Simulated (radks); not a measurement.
Ag11+, 36 electrons, occupied as [Kr].

All-electron calculation, non-relativistic Kohn-Sham, LB94 model potential, spin-polarised, spherical densities, point nucleus; relativity is left out, which matters for an element this heavy. Program: a radial shooting solver on a logarithmic mesh with Libxc functionals.

Energy parts (eV):
kinetic: 140812.925
electron-nucleus: -326550.065
Hartree: 49013.222
(The LB94 potential has no energy functional, so no total or exchange-correlation energy is given.)

Orbitals (lengths in bohr, moments of r in powers of bohr; r(90%) holds 90 % of the orbital's charge):
orbital  occ.  eigenvalue (eV)  r(90%)      <r^4>      <r>
1s          2        -24889.42  0.0575  4.952e-06  0.03235
2s          2        -3811.247   0.215  0.0009029   0.1401
2p          6        -3568.338   0.194  0.0005948   0.1196
3s          2        -892.9849   0.557    0.04101   0.3798
3p          6        -794.1591   0.556    0.04039   0.3711
3d         10        -611.8900   0.539    0.03529   0.3418
4s          2        -304.8285    1.24      1.036   0.8712
4p          6        -271.0291    1.30      1.238   0.9042

The highest occupied level is 4p at -271.03 eV. Summed over all electrons, <r^2> = 10.07 bohr^2, which gives a Langevin (diamagnetic) susceptibility term of -7.98 x 10^-6 cm^3/mol.
